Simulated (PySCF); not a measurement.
Species: Sn(vinyl)Br3, C2H3Br3Sn.
Bonds: Sn1–C2, Sn1–Br7, Sn1–Br8, Sn1–Br9, C2–C3. Hydrogens: H4 on C2; H5, H6 on C3.

Computed by this run: PBE0-D3(BJ)/def2-SVP geometry optimisation, gas phase, def2 core potentials past Kr in PySCF 2.14.0; density fitting, grid level 1; the optimiser is geomeTRIC in internal coordinates, started from a GFN2-xTB structure with every atom displaced at random (about 0.03 Å).

Step 0: E = -218042.6370 eV
```
atom  x, y, z in Å  |  force x, y, z in eV/Å
Sn1    -0.1068    0.2424   -1.2688   -0.489   1.273   0.300
C2     -0.2265    0.3040    0.9571   -0.410   1.146  -4.099
C3      0.2918   -0.6450    1.6298    2.321  -3.272   2.129
H4     -0.6310    1.1786    1.3526   -1.064   1.731   0.785
H5      0.8573   -1.4974    1.1819   -0.574   0.380   0.291
H6      0.3122   -0.6105    2.7317   -0.087  -0.070  -0.110
Br7     2.2448    0.3014   -2.1748   -0.529  -0.127   0.285
Br8    -1.2933    2.3826   -2.2460    0.644  -1.143   0.457
Br9    -1.3158   -1.7255   -2.1890    0.189   0.082  -0.039
```

Step 1: E = -218043.0121 eV
```
atom  x, y, z in Å  |  force x, y, z in eV/Å
Sn1    -0.1302    0.2881   -1.2476   -0.057  -0.397   0.207
C2     -0.1803    0.3140    0.8627    0.047   0.101  -0.157
C3      0.3412   -0.6503    1.6158   -0.083  -0.086   0.449
H4     -0.6427    1.2220    1.2656    0.025  -0.085   0.213
H5      0.8016   -1.5666    1.2331    0.007   0.068  -0.191
H6      0.3126   -0.5869    2.7126   -0.023   0.070  -0.050
Br7     2.1546    0.3322   -2.1304    0.350  -0.090  -0.082
Br8    -1.2421    2.2592   -2.1403   -0.297   0.519  -0.281
Br9    -1.2820   -1.6811   -2.1971    0.032  -0.099  -0.106
```

Q: Estimate the geometry and energy of step 2. (The exact step hangs on the optimiser's Hessian estimate; all steps are aligned on step 1, rigid shifts and turns removed.)

A: E = -218043.0411 eV, largest force 0.322 eV/Å
```
atom  x, y, z in Å  |  force x, y, z in eV/Å
Sn1    -0.1422    0.2874   -1.2430   -0.141   0.189  -0.062
C2     -0.1886    0.3226    0.8833   -0.022   0.173   0.157
C3      0.3421   -0.6466    1.6319   -0.086   0.036  -0.259
H4     -0.6518    1.2216    1.3148    0.052  -0.130   0.019
H5      0.7953   -1.5278    1.1694    0.078  -0.096   0.102
H6      0.3413   -0.6147    2.7290   -0.040   0.064  -0.059
Br7     2.1796    0.2867   -2.1080   -0.053  -0.023   0.031
Br8    -1.2722    2.3016   -2.1988    0.145  -0.271   0.095
Br9    -1.2706   -1.7004   -2.2042    0.068   0.056  -0.023
```

The energy changes by -0.0289 eV. The first-order estimate −F·Δx gives -0.0891 eV and the mean of the old and new forces, exact on a quadratic surface, -0.0280 eV. The step makes an angle of 55° with the force vector and moves no atom by more than 0.078 Å.

What follows is the cost of the whole optimisation. Hardware: an Intel Xeon Platinum 8488C with one thread, no GPU, shared host with 96 logical CPUs at a one-minute load of 30. Cost: 2.3 min wall, 0.89 GiB resident at most.
